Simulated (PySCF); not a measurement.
Identify the unknown among the candidates.

All candidates are C6H14ClFSi.

| technique | computed result |
| --- | --- |
| Rotational structure | rotational constants A, B, C: 1.673, 0.580, 0.525 GHz [GFN2-xTB] |
| Dipole | 2.75 D [PBE0/pcSseg-1] |
| NMR, other nuclei | isotropic shieldings of nuclei other than C and H, by class: 378 (1 F), 320 (1 Si), 932 (1 Cl) ppm [GIAO PBE0/pcSseg-1] |
| 13C NMR | chemical shifts (computed TMS as zero) by class: 56.9 (1 C), 34.7 (1 C), 24.6 (1 C), 20.6 (1 C), 11.8 (1 C), 7.2 (1 C) ppm [GIAO PBE0/pcSseg-1] |
| 1H NMR | chemical shifts (computed TMS as zero) by class: 5.14 (1 H), 4.30 (1 H), 3.56 (1 H), 2.01 (1 H), 1.70 (1 H), 1.16 (3 H), 1.08 (1 H), 1.05 (1 H), 0.92 (3 H), 0.16 (1 H) ppm [GIAO PBE0/pcSseg-1] |

Gas-phase values; electronic properties from PySCF, density fitting. Levels stand in brackets. Isolated species at its GFN2-xTB geometry (one conformer only). NMR values are class means; diastereotopic atoms form classes of their own.

**Question.** Which candidate is it?
A. `CC[Si@@H](F)C[C@H](C)CCl`
B. `C[C@@H]([SiH3])[C@@](C)(CF)CCl`
C. `CC(C)[C@@]([SiH3])(CF)CCl`
D. `C[SiH2][C@@H](Cl)[C@@H](C)[C@@H](C)F`
E. `C[C@@H](CC(C)(C)F)[SiH2]Cl`

**Answer.** A. It is `CC[Si@@H](F)C[C@H](C)CCl`. Numbering: `[CH3:1][CH2:2][Si@@H:3]([F:4])[CH2:5][C@H:6]([CH3:7])[CH2:8][Cl:9]`. Its formula, C6H14ClFSi, gives 0 degrees of unsaturation, so no ring and no π bond. 6 carbons fall into 6 classes; from least to most shielded: sp3 C–Cl carbon [C8] (56.9 ppm), sp3 CH carbon [C6] (34.7 ppm), methyl carbon [C7] (24.6 ppm), sp3 carbon bound to silicon [C5] (20.6 ppm), sp3 carbon bound to silicon [C2] (11.8 ppm), methyl carbon [C1] (7.2 ppm). Hydrogen classes from least to most shielded: 1 H on a fluorine-bound silicon, Si3 (5.14 ppm), 1 H on an sp3 C–Cl carbon, C8 (4.30 ppm), 1 H on an sp3 C–Cl carbon, C8 (3.56 ppm), 1 H on an sp3 CH carbon, C6 (2.01 ppm), 1 H on an sp3 carbon bound to silicon, C5 (1.70 ppm), 3 H on a methyl carbon, C7 (1.16 ppm, a mean of values up to 0.9 ppm apart in this geometry), 1 H on an sp3 carbon bound to silicon, C2 (1.08 ppm), 1 H on an sp3 carbon bound to silicon, C2 (1.05 ppm), 3 H on a methyl carbon, C1 (0.92 ppm, a mean of values up to 0.7 ppm apart in this geometry), 1 H on an sp3 carbon bound to silicon, C5 (0.16 ppm). The other shieldings belong to: 378 ppm, silicon-bound fluorine [F4]; 320 ppm, fluorine-bound silicon [Si3]; 932 ppm, alkyl chlorine [Cl9]. The optimised geometry has point group C1 and is an asymmetric top.

The others, at the same levels:
- `C[C@@H]([SiH3])[C@@](C)(CF)CCl` fails: its computed 13C shifts are 93.1 (1 C), 54.8 (1 C), 42.6 (1 C), 24.1 (1 C), 19.5 (1 C), 14.3 (1 C) ppm, 1H shifts are 4.96 (1 H), 4.37 (1 H), 3.83 (3 H), 3.58 (1 H), 3.38 (1 H), 1.37 (1 H), 1.34 (3 H), 1.01 (3 H) ppm and rotational constant A is 1.408 GHz (against 1.673 GHz).
- `CC(C)[C@@]([SiH3])(CF)CCl` fails: its computed 13C shifts are 88.5 (1 C), 51.9 (1 C), 40.0 (1 C), 32.9 (1 C), 20.7 (1 C), 20.6 (1 C) ppm, 1H shifts are 5.46 (1 H), 4.61 (1 H), 4.20 (1 H), 3.86 (1 H), 3.68 (3 H), 1.68 (1 H), 1.19 (3 H), 1.18 (3 H) ppm and rotational constant A is 1.241 GHz (against 1.673 GHz).
- `C[SiH2][C@@H](Cl)[C@@H](C)[C@@H](C)F` fails: its computed 13C shifts are 94.6 (1 C), 58.5 (1 C), 50.3 (1 C), 22.0 (1 C), 9.7 (1 C), -7.0 (1 C) ppm, 1H shifts are 4.77 (1 H), 4.43 (1 H), 4.19 (1 H), 3.44 (1 H), 1.86 (1 H), 1.39 (3 H), 1.25 (3 H), 0.26 (3 H) ppm and smallest rotational constant is 0.587 GHz (against 0.525 GHz).
- `C[C@@H](CC(C)(C)F)[SiH2]Cl` fails: its computed 13C shifts are 98.0 (1 C), 51.1 (1 C), 31.6 (1 C), 26.1 (1 C), 20.3 (1 C), 18.9 (1 C) ppm, 1H shifts are 5.28 (1 H), 4.74 (1 H), 1.69 (1 H), 1.57 (1 H), 1.40 (3 H), 1.36 (3 H), 1.29 (1 H), 1.27 (3 H) ppm and rotational constant A is 2.193 GHz (against 1.673 GHz).

Each candidate is one conformer, not necessarily the lowest. Dipoles, sizes and rotational constants follow the conformer. The torsions of the flexible species, by atom-mapped SMILES:
- `[CH3:1][CH2:2][Si@@H:3]([F:4])[CH2:5][C@H:6]([CH3:7])[CH2:8][Cl:9]`: C1–C2–Si3–F4 176°, C2–Si3–C5–C6 -173°, Si3–C5–C6–C7 -165°, C5–C6–C8–Cl9 61°
- `[CH3:1][C@@H:2]([SiH3:3])[C@@:4]([CH3:5])([CH2:6][F:7])[CH2:8][Cl:9]`: C1–C2–C4–C5 70°, C2–C4–C6–F7 -49°, C2–C4–C8–Cl9 -173°
- `[CH3:1][CH:2]([CH3:3])[C@@:4]([SiH3:5])([CH2:6][F:7])[CH2:8][Cl:9]`: C1–C2–C4–Si5 79°, C2–C4–C6–F7 -162°, C2–C4–C8–Cl9 -59°
- `[CH3:1][SiH2:2][C@@H:3]([Cl:4])[C@@H:5]([CH3:6])[C@@H:7]([CH3:8])[F:9]`: C1–Si2–C3–Cl4 55°, Si2–C3–C5–C6 -52°, C3–C5–C7–C8 168°
- `[CH3:1][C@@H:2]([CH2:3][C:4]([CH3:5])([CH3:6])[F:7])[SiH2:8][Cl:9]`: C1–C2–C3–C4 180°, C2–C3–C4–C5 53°, C1–C2–Si8–Cl9 42°
